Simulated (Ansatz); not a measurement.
A calculation with Ansatz (development build ahead of 0.2.0).

```yaml
crystal:
  periodic: [false, false, false]
  atoms:
    - { symbol: C, position_ang: [1.22039, 0.70511, 0.0007] }
    - { symbol: C, position_ang: [-0.00049, 1.41, -0.00087] }
    - { symbol: C, position_ang: [-1.22096, 0.70553, -0.00084] }
    - { symbol: C, position_ang: [-1.22089, -0.70473, 0.00094] }
    - { symbol: C, position_ang: [-0.00079, -1.40939, 4.0e-05] }
    - { symbol: C, position_ang: [1.22202, -0.70475, 0.00029] }
    - { symbol: C, position_ang: [3.66242, 0.7054, -0.00031] }
    - { symbol: C, position_ang: [2.44236, 1.41074, -0.00065] }
    - { symbol: C, position_ang: [2.44131, -1.4096, 0.00026] }
    - { symbol: C, position_ang: [3.66322, -0.706, -3.0e-05] }
    - { symbol: H, position_ang: [0.0, 2.501, -4.0e-05] }
    - { symbol: H, position_ang: [-2.16502, 1.25064, 0.00076] }
    - { symbol: H, position_ang: [-2.16605, -1.24997, 0.00017] }
    - { symbol: H, position_ang: [-0.00096, -2.50018, -0.00022] }
    - { symbol: H, position_ang: [4.60729, 1.24919, 0.00058] }
    - { symbol: H, position_ang: [2.44138, 2.50056, -0.00013] }
    - { symbol: H, position_ang: [2.4427, -2.50027, -0.00082] }
    - { symbol: H, position_ang: [4.60805, -1.2494, 0.00013] }
basis:
  gaussian: { orbitals: def2-SVP }
hamiltonian:
  xc: hf
```

The input is written out in the form of the current development build from the run's settings.

Results

```
Converged                       : yes
Total energy                    : -383.06525 hartree
Spin squared of the determinant : 0.000
```
